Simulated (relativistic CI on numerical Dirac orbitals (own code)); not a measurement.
# Transition arrays of Nd XXIV

Method of calculation: Dirac-Coulomb-Breit CI, orbitals from a KLI potential per configuration, model QED (radiative potential, 1s self-energy scaled to tabulated hydrogen-like ionisation energies), valence Slater integrals scaled by 0.9, whole transition arrays (own radial code, finite nucleus).

Configuration list (outside the closed core [Ar] 3d10 4s2): 4p6 4d, 4p6 4f, 4p5 4d2, 4p6 5p, 4p6 5f. Levels of other configurations are missing.

All E1 lines from the levels of 4p6 4d; mean and standard deviation are weighted by gf, and upper levels are sorted by their leading configuration.

```tsv
Upper configuration	Lines	Σgf	Mean (eV)	Mean (nm)	σ (eV)	Strongest line (nm)
4p6 4f	1	0.9	128.67	9.636	0.00	9.636
4p5 4d2	62	49.9	148.68	8.339	9.75	8.095
4p6 5p	3	1.1	252.61	4.908	3.08	4.875
4p6 5f	3	2.2	358.17	3.462	2.53	3.481
```

Σgf per state of the lower configuration in bins of 0.2 nm over the central range (centre: value): 3.5: 0.22, 4.9: 0.10, 7.9: 0.68, 8.1: 2.69, 8.3: 1.03, 8.5: 0.03, 9.7: 0.11, 9.9: 0.08, 10.1: 0.20, 10.3: 0.07.

(1) How do configuration mixing and the scaling of the Slater integrals move the arrays?

Results:

(1) Slater scale 0.9, no configuration mixing: 4p6 4f 132.8 ± 2.3 eV (Σgf 6.0), 4p5 4d2 144.9 ± 11.9 eV (Σgf 42.8), 4p6 5p 252.7 ± 3.1 eV (Σgf 1.2), 4p6 5f 358.2 ± 2.5 eV (Σgf 2.2); Slater scale 1: 4p6 4f 128.5 ± 0.0 eV (Σgf 0.8), 4p5 4d2 151.5 ± 9.6 eV (Σgf 50.9), 4p6 5p 252.6 ± 3.1 eV (Σgf 1.0), 4p6 5f 358.2 ± 2.5 eV (Σgf 2.2); Slater scale 0.8: 4p6 4f 128.9 ± 0.0 eV (Σgf 1.0), 4p5 4d2 145.9 ± 9.9 eV (Σgf 48.8), 4p6 5p 252.6 ± 3.1 eV (Σgf 1.1), 4p6 5f 358.2 ± 2.5 eV (Σgf 2.2). With mixing, levels are counted to their leading configuration, so an array can shrink or vanish into another, and the sums then hold other lines.
